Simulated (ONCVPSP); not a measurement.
Pseudopotentials across the periodic table

Generated with ld1.x 7.5 (TM, RRKJ, ultrasoft, PAW), atompaw 4.2 or ONCVPSP 4.0.1. The cutoff is in Ry: for ld1.x and atompaw files where the sum of valence levels is converged to 10 mRy in a Bessel basis, for ONCV files where the hardest occupied wave has 1 mHa per electron of residual kinetic energy. The error is the largest all-electron minus pseudo excitation energy over each file’s own four to seven test configurations (ionisations up to +4, promotions, holes and added fractions of an electron), all of which were solved. The labels leave out finer settings (local radius, basis sizes, second energies), which also bear on the numbers. Spin-polarised tests are not counted. The rows are a selection from randomly drawn settings: files with unsolved tests, undetermined cutoffs or missed reference levels are left out.

A true bound ghost makes a file unfit for plane-wave use even where its test errors are small: the radial tests pick states by their node count and pass the ghost by.

| element | potential | cutoff (Ry) | largest error (meV) | bound ghosts |
| --- | --- | --- | --- | --- |
| N | ONCV, LDA (Perdew-Wang 92), non-relativistic, rc 0.45/1.80 (sp), local smoothed, core correction no, reference 1s2 2s2 2p1.5, qcut 29.1/6.3, projectors 2/2 | 635 | +694 | p |
| Co | ONCV, LDA (Perdew-Wang 92), scalar-relativistic, rc 0.95/1.20/0.95 (spd), local d, core correction no, reference 3s2 3p6 3d6, qcut 12.7/10.5/12.7, projectors 3/2/0 | 162 | +13 | none |
| Te | ONCV, PW91, scalar-relativistic, rc 1.80/2.10/0.85/2.15 (spdf), local smoothed, core correction yes, reference 4d10 5s2 5p4, qcut 2.8/3.2/12.1/5.8, projectors 3/3/2/2 | 113 | -23 | s, p, f |
| Te | ONCV, PBEsol, fully relativistic, rc 1.15/1.35/0.90 (spd), local smoothed, core correction yes, reference 4s2 4p6 4d10 5s2 5p4, qcut 13.3/8.8/11.8, projectors 2/2/2 | 112 | +0.9 | none |
| Cs | ONCV, PBEsol, scalar-relativistic, rc 2.75/3.35/2.75 (spd), local smoothed, core correction no, reference 5s2 5p6 6s1, qcut 4.3/3.8/4, projectors 2/1/2 | 12 | -23 | none |
| Dy | ONCV, LDA (Perdew-Wang 92), fully relativistic, rc 1.75/1.70/2.80 (spd), local smoothed, core correction no, reference 5s2 5p6 5d1 6s1.75, qcut 5.3/4.1/6.6, projectors 2/2/2 | 80 | +13 | none |
| Tl | ONCV, PBEsol, fully relativistic, rc 1.85/2.05/2.15 (spd), local smoothed, core correction yes, reference 5d10 6s2, qcut 2.9/4.6/7, projectors 2/1/2 | 37 | -48 | none |

Task: Fill in the row for Fe: ONCV, PBE, scalar-relativistic, rc 1.35/1.05/1.05 (spd), local d, core correction no, reference 3s2 3p6 3d6 4s2, qcut 11.1/14.7/12.9, projectors 2/1/0.

Result: cutoff 144 Ry, largest error -17 meV, bound ghosts: none.
